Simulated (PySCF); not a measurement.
# K (potassium, neutral): UHF calculation

Configuration: [Ar] 4s1, 2S determinant. All numbers are calculated (PySCF 2.14, no relativity, point nucleus, in def2-TZVP).

* Total energy: -599.153350 hartree
* One-electron energy: -823.7872 hartree
* Hartree (Coulomb) energy: 257.3110 hartree
* Exchange energy: -32.6772 hartree
* Kinetic energy: 599.14966 hartree
* ⟨S²⟩: 0.7502
* ⟨L²⟩: 0.000
* Sum of ⟨r⟩: 19.45 bohr
* Sum of ⟨r²⟩: 51.18 bohr²
* Density at the nucleus (Gaussians lack the cusp): 4410 bohr⁻³
* Spin density at the nucleus: 0.753 bohr⁻³
* Langevin diamagnetic susceptibility: -40.5 ×10⁻⁶ cm³/mol
* Time after the integrals: 0.05 s of wall time on 1 thread of Neoverse-V2 (shared host)

| shell | electrons | mean orbital energy (hartree) | rms radius, mean of both spins (bohr) |
| --- | --- | --- | --- |
| 1s α | 1 | -133.53179 | 0.0944 |
| 1s β | 1 | -133.53093 | 0.0944 |
| 2s α | 1 | -14.48980 | 0.420 |
| 2s β | 1 | -14.48804 | 0.420 |
| 2p α | 3 | -11.51829 | 0.388 |
| 2p β | 3 | -11.51793 | 0.388 |
| 3s α | 1 | -1.75103 | 1.37 |
| 3s β | 1 | -1.74605 | 1.37 |
| 3p α | 3 | -0.95514 | 1.56 |
| 3p β | 3 | -0.95339 | 1.56 |
| 4s α | 1 | -0.14764 | 5.61 |
